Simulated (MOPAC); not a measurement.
MOPAC input (PM7):

```
PM7 FORCE THERMO(298,298) PRECISE LET GEO-OK AUX(PRECISION=9) THREADS=1
C3H8Se2

C    -2.55684188 1   -0.16416620 1    1.23419814 1
C    -1.46605422 1    0.73066955 1    0.63620667 1
C    -0.14382621 1    0.00887269 1    0.51828139 1
Se   -0.34289598 1   -1.39743850 1   -0.85756402 1
Se    1.34124507 1    1.28506743 1    0.28970138 1
H    -3.50590898 1    0.37605060 1    1.32254923 1
H    -2.28263162 1   -0.51783712 1    2.23411243 1
H    -2.74044794 1   -1.04959149 1    0.61186848 1
H    -1.79910523 1    1.11174903 1   -0.35111903 1
H    -1.35636828 1    1.63292771 1    1.27758885 1
H     0.13414719 1   -0.50116297 1    1.44607656 1
H     1.01921723 1   -1.92746401 1   -0.71499234 1
H     0.84750755 1    1.88348139 1   -0.95565318 1
```

Output:

```
 *******************************************************************************
 **                                                                           **
 **                              MOPAC v23.2.5                                **
 **                                                                           **
 *******************************************************************************
 ** MOPAC's Digital Object Identifier: https://doi.org/10.5281/zenodo.6511958 **
 **                                                                           **
 ** Please cite the open-source release paper for use of this MOPAC version:  **
 ** J. E. Moussa and J. J. P. Stewart (2026)                                  **
 ** MOPAC: An open-source semiempirical molecular orbital program             **
 ** J. Open Source Softw., 11(119), 8025, https://doi.org/10.21105/joss.08025 **
 *******************************************************************************

                              PM7 CALCULATION RESULTS

 *******************************************************************************
 *  PM7        - The PM7 Hamiltonian to be used
 *  GEO-OK     - OVERRIDE INTERATOMIC DISTANCE AND OTHER SAFETY CHECKS
 *  LET        - OVERRIDE SOME SAFETY CHECKS
 *  PRECISE    - TIGHTER CRITERIA TO BE USED
 *  FORCE      - FORCE CALCULATION SPECIFIED
 *  AUX        - OUTPUT AUXILIARY INFORMATION
 *  THERMO     - THERMODYNAMIC QUANTITIES TO BE CALCULATED
 *******************************************************************************
PM7 FORCE THERMO(298,298) PRECISE LET GEO-OK AUX(PRECISION=9) THREADS=1
 C3H8Se2

   ATOM   CHEMICAL          X               Y               Z
  NUMBER   SYMBOL      (ANGSTROMS)     (ANGSTROMS)     (ANGSTROMS)

     1       C         -2.55684188  *  -0.16416620  *   1.23419814  *
     2       C         -1.46605422  *   0.73066955  *   0.63620667  *
     3       C         -0.14382621  *   0.00887269  *   0.51828139  *
     4      Se         -0.34289598  *  -1.39743850  *  -0.85756402  *
     5      Se          1.34124507  *   1.28506743  *   0.28970138  *
     6       H         -3.50590898  *   0.37605060  *   1.32254923  *
     7       H         -2.28263162  *  -0.51783712  *   2.23411243  *
     8       H         -2.74044794  *  -1.04959149  *   0.61186848  *
     9       H         -1.79910523  *   1.11174903  *  -0.35111903  *
    10       H         -1.35636828  *   1.63292771  *   1.27758885  *
    11       H          0.13414719  *  -0.50116297  *   1.44607656  *
    12       H          1.01921723  *  -1.92746401  *  -0.71499234  *
    13       H          0.84750755  *   1.88348139  *  -0.95565318  *

          CARTESIAN COORDINATES

    NO.       ATOM           X           Y           Z

     1         C         -2.5568     -0.1642      1.2342
     2         C         -1.4661      0.7307      0.6362
     3         C         -0.1438      0.0089      0.5183
     4        Se         -0.3429     -1.3974     -0.8576
     5        Se          1.3412      1.2851      0.2897
     6         H         -3.5059      0.3761      1.3225
     7         H         -2.2826     -0.5178      2.2341
     8         H         -2.7404     -1.0496      0.6119
     9         H         -1.7991      1.1117     -0.3511
    10         H         -1.3564      1.6329      1.2776
    11         H          0.1341     -0.5012      1.4461
    12         H          1.0192     -1.9275     -0.7150
[...]
 TRANSITION DIPOLE   0.6038         C  1 -- H  6         +31.6% ( 57.9%)     95.9%
 TRAVEL (Ang.)       0.2582         C  2 -- H  9          +7.6% ( 28.4%)     98.9%
 REDUCED MASS        0.3782         C  3 -- H 11          +5.7% ( 24.7%)     99.9%
 EFFECTIVE MASS      1.4473
 FORCE CONSTANT      1.5933

 VIBRATION         30   30A           ATOM PAIR      ENERGY CONTRIBUTION    RADIAL
 FREQUENCY          2679.49         C  1 -- H  7         +47.4% ( 70.8%)     99.0%
 TRANSITION DIPOLE   0.3564         C  1 -- H  6         +30.3% ( 56.6%)     95.6%
 TRAVEL (Ang.)       0.2676         C  3 -- H 11         +15.6% ( 40.6%)     99.8%
 REDUCED MASS        0.3515         C  1 -- H  8          +3.0% ( 17.7%)     46.6%
 EFFECTIVE MASS      1.4425
 FORCE CONSTANT      1.4869

 VIBRATION         31   31A           ATOM PAIR      ENERGY CONTRIBUTION    RADIAL
 FREQUENCY          2687.51         C  3 -- H 11         +69.8% ( 84.7%)     99.9%
 TRANSITION DIPOLE   0.9541         C  2 -- H 10         +12.8% ( 36.2%)     99.5%
 TRAVEL (Ang.)       0.2223         C  1 -- H  7          +8.8% ( 30.0%)     98.7%
 REDUCED MASS        0.5079         C  1 -- H  8          +5.1% ( 22.9%)     95.0%
 EFFECTIVE MASS      1.3816
 FORCE CONSTANT      2.1616

 VIBRATION         32   32A           ATOM PAIR      ENERGY CONTRIBUTION    RADIAL
 FREQUENCY          2735.15         C  2 -- H  9         +53.8% ( 72.6%)     97.5%
 TRANSITION DIPOLE   0.5487         C  2 -- H 10         +38.1% ( 61.1%)     95.1%
 TRAVEL (Ang.)       0.2372         C  3 -- H 11          +3.1% ( 17.4%)     97.4%
 REDUCED MASS        0.4383         C  1 -- H  6          +2.8% ( 16.6%)     98.6%
 EFFECTIVE MASS      1.2534
 FORCE CONSTANT      1.9318

 VIBRATION         33   33A           ATOM PAIR      ENERGY CONTRIBUTION    RADIAL
 FREQUENCY          2780.01         C  1 -- H  7         +35.7% ( 57.4%)     96.0%
 TRANSITION DIPOLE   0.4291         C  1 -- H  6         +33.9% ( 56.0%)     95.7%
 TRAVEL (Ang.)       0.2747         C  1 -- H  8         +28.9% ( 51.7%)     94.7%
 REDUCED MASS        0.3215         C  2 -- H  9          +0.6% (  7.7%)     84.1%
 EFFECTIVE MASS      1.1418
 FORCE CONSTANT      1.4639

      SYMMETRY NUMBER FOR POINT-GROUP C1  =  1

          SYSTEM IS A GROUND STATE

 C3H8Se2

          MOLECULE IS NOT LINEAR

          THERE ARE 33 GENUINE VIBRATIONS IN THIS SYSTEM
          THIS THERMODYNAMICS CALCULATION IS LIMITED TO
          MOLECULES WHICH HAVE NO INTERNAL ROTATIONS

                    CALCULATED THERMODYNAMIC PROPERTIES
                                          *
   TEMP. (K)   PARTITION FUNCTION   H.O.F.    ENTHALPY  HEAT CAPACITY ENTROPY
                                   KCAL/MOL   CAL/MOLE    CAL/K/MOL  CAL/K/MOL

 298.00  VIB.     0.2247D+03                  3542.4027    21.4539    22.6479
         ROT.     0.6455D+06                   888.2803     2.9808    29.5652
         INT.     0.1451D+09                  4430.6830    24.4347    52.2132
         TRA.     0.2776D+28                  1480.4672     4.9680    41.8118
         TOT.                      -15.930    5911.1501    29.4027    94.0250

   *: NOTE: HEATS OF FORMATION ARE RELATIVE TO THE
            ELEMENTS IN THEIR STANDARD STATE AT 298K
              (=  Standard Enthalpy of Formation).

            Hvib:  Zero-point energy is not included.
                   frequencies of less than zero cm-1 are not included.
            Hrot = (3/2)RT
            Htra = (3/2)RT + pV = (5/2)RT

            Heat capacity is Cp, not Cv

          For more information, see: HTTP://OpenMOPAC.net/Manual/thermochemistry.html

           FORCE CONSTANT IN CARTESIAN COORDINATES (Millidynes/A)

    ATOM   CHEMICAL       X               Y               Z
   NUMBER   SYMBOL  FORCE CONSTANT  FORCE CONSTANT  FORCE CONSTANT

      1       C        6.783689        6.435572        6.344525
      2       C        6.885518        7.031327        6.405660
      3       C        4.268573        6.275482        4.620880
      4      Se        0.973781        3.099740        2.557029
      5      Se        2.849717        1.410392        2.373107
      6       H        1.262574        3.606340        0.561602
      7       H        1.282560        1.354758        2.808129
      8       H        1.291442        1.277872        2.843245
      9       H        1.215020        1.736311        2.669690
     10       H        1.191725        1.654550        2.742468
     11       H        1.192591        1.951625        2.186293
     12       H        0.548411        2.506643        0.392127
     13       H        0.641349        1.092646        1.719660

 **********************
 *                    *
 * JOB ENDED NORMALLY *
 *                    *
 **********************

 == MOPAC DONE ==
```
